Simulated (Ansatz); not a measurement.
A search over several starts for the lowest SCF solution of Ta₂Si₂⁻ at the given spin, in a small basis.

```yaml
crystal:
  periodic: [false, false, false]
  atoms:
    - {symbol: Ta, position_ang: [-0.831640, 0.984741, -0.030350]}
    - {symbol: Ta, position_ang: [0.780994, 0.907305, -1.598334]}
    - {symbol: Si, position_ang: [0.805088, -0.941376, 0.010237]}
    - {symbol: Si, position_ang: [-0.754431, -0.950669, 1.618447]}
basis:
  gaussian: {orbitals: def2-SVP}
total_charge: -1
magnetization: {spin_polarized: true, initial_magnetization: 1}
hamiltonian: {xc: pbe0, dispersion: d4}
output: {orbitals: {seedname: orbitals}}
```

```sh
$ ansatz run in.yaml --threads 4 --pin off --events-out ev --progress --plain --max-ram 3916MiB
```

Output, abridged:

```
Functional definition: PBE0
966 factors; integrals over basis functions are off by at most 8.5e-4 eV
mean field evaluation 1: about -18838.2450 eV, gradient 2.5e1 eV
mean field evaluation 2: about -18801.3744 eV, gradient 7.8e1 eV
mean field evaluation 4: about -18840.1590 eV, gradient 1.8e1 eV
mean field evaluation 8: about -18841.7684 eV, gradient 4.8e-1 eV
mean field evaluation 16: about -18841.8784 eV, gradient 1.6e-1 eV
mean field evaluation 32: about -18841.8825 eV, gradient 1.7e-3 eV
mean field evaluation 64: about -18841.8692 eV, gradient 5.2e-1 eV
mean field evaluation 96: about -18841.7441 eV, gradient 2.6e-2 eV
mean field -18841.88254576 eV, -692.4264120699 hartree, gradient 8.2e-6 eV, S^2 1.137731; 9 other end points of the search recorded, 0 dependent functions left out
reference -18841.88256979 eV, -692.4264129531 hartree; 28, 27 occupied and 72, 73 virtual orbitals, 966 factors
Total energy: -18842.11309814 eV, -692.4348847136 hartree
```

Run time 26 s (4 threads of Arm Neoverse V1 on a shared host).

In the def2 sets Ta takes a core potential; there is no spin–orbit coupling. The charge -1 doublet is spin-contaminated (final ⟨S²⟩ up to 1.14, 0.75 for a pure state). The structure comes from a short search, and lower isomers may exist.
